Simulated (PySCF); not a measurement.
quinoxaline (C8H6N2), SMILES n1c2ccccc2ncc1.

Geometry optimised at B3LYP-D3(BJ)/def2-SVP.

Computed with TDA-LC-ωPBE/def2-SVPD (PySCF).

Vertical excitations.  State labels are in the subgroup C2v.

```json
[
 {"state": "S1", "symmetry": "B1", "energy (eV)": "3.96", "λ (nm)": "313", "f": "0.005", "main pairs": "HOMO−2→LUMO 92 %"},
 {"state": "S2", "symmetry": "A1", "energy (eV)": "4.80", "λ (nm)": "258", "f": "0.100", "main pairs": "HOMO−1→LUMO 68 %, HOMO→LUMO+1 28 %"},
 {"state": "S3", "symmetry": "B2", "energy (eV)": "5.11", "λ (nm)": "242", "f": "0.047", "main pairs": "HOMO→LUMO 87 %"},
 {"state": "S4", "symmetry": "A2", "energy (eV)": "5.26", "λ (nm)": "236", "f": "0.000", "main pairs": "HOMO−2→LUMO+1 76 %, HOMO−3→LUMO 16 %"},
 {"state": "S5", "symmetry": "A2", "energy (eV)": "5.85", "λ (nm)": "212", "f": "0.000", "main pairs": "HOMO−3→LUMO 71 %, HOMO−2→LUMO+1 19 %"},
 {"state": "S6", "symmetry": "A1", "energy (eV)": "6.38", "λ (nm)": "194", "f": "0.786", "main pairs": "HOMO→LUMO+1 43 %, HOMO−1→LUMO+2 27 %, HOMO−1→LUMO 17 %"},
 {"state": "T1", "symmetry": "B2", "energy (eV)": "3.14", "λ (nm)": "395", "f": "0", "main pairs": "HOMO→LUMO 75 %"},
 {"state": "T2", "symmetry": "B1", "energy (eV)": "3.24", "λ (nm)": "383", "f": "0", "main pairs": "HOMO−2→LUMO 86 %"}
]
```
Triplets are in the Tamm–Dancoff approximation.
